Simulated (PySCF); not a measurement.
Spinor energies of Re³⁵⁺ (rhenium, charge +35)

Start: [Kr] 4d4; 4d3/2 filled at m_j = -3/2, -1/2, +1/2, +3/2. Calculated with PySCF 2.14 in an uncontracted even-tempered set (17 s from 3.7 bohr⁻², ratio 2.8; 14 p from 4.8 bohr⁻², ratio 2.8; 9 d from 4.8 bohr⁻², ratio 2.8; 3 f from 19 bohr⁻², ratio 3): generalised Hartree-Fock with the X2C-1e Hamiltonian and a Gaussian nucleus; one run each with spin-orbit coupling (SO) switched off, then screened by Boettger's factors.

| spinor shell | electrons | ε, spin-free (eV) | ε, screened SO (eV) | weight of nominal j (screened SO) | rms radius, screened SO (bohr) |
| --- | --- | --- | --- | --- | --- |
| 1s1/2 | 2 | -73515.1 | -73490.0 | 1.000 | 0.0204 |
| 2s1/2 | 2 | -14091.1 | -14082.0 | 1.000 | 0.0824 |
| 2p1/2 | 2 | -12487.2 | -13519.0 | 1.000 | 0.0700 |
| 3s1/2 | 2 | -4410.8 | -4407.0 | 1.000 | 0.209 |
| 3p1/2 | 2 | -3927.6 | -4158.0 | 1.000 | 0.200 |
| 3p3/2 | 4 | -3927.6 | -3830.7 | 1.000 | 0.215 |
| 3d3/2 | 4 | -3380.5 | -3424.3 | 1.000 | 0.189 |
| 3d5/2 | 6 | -3380.5 | -3347.0 | 1.000 | 0.193 |
| 4s1/2 | 2 | -1906.7 | -1905.1 | 1.000 | 0.436 |
| 4p1/2 | 2 | -1722.7 | -1803.1 | 1.000 | 0.437 |
| 4p3/2 | 4 | -1722.7 | -1687.5 | 1.000 | 0.466 |
| 4d3/2 | 4 | -1524.4 | -1530.9 | 1.000 | 0.451 |

(1) Where does 2p3/2 lie, and what is the 2p spin-orbit splitting (screened SO)?

```
   quantity     spin-free   screened SO
E (hartree)  -15981.74430  -16004.09327
        M_J             0             0
       ⟨J²⟩         4.001         0.000
       ⟨L²⟩         6.001         2.487
       ⟨S²⟩         6.000         2.487
```

Breit and QED terms are absent; they matter most for the inner s and p1/2 levels.

Densities and radii are taken from the X2C orbitals without a picture-change correction, which distorts them close to the nucleus.

Without spin-orbit coupling the j labels of p, d and f shells carry no meaning; the spin-free column gives the mean over the occupied spinors of each nl shell, and its ⟨J²⟩ belongs to a mixture of degenerate components.

Results:

(1) At -12068.4 eV, 1450.6 eV above 2p1/2.
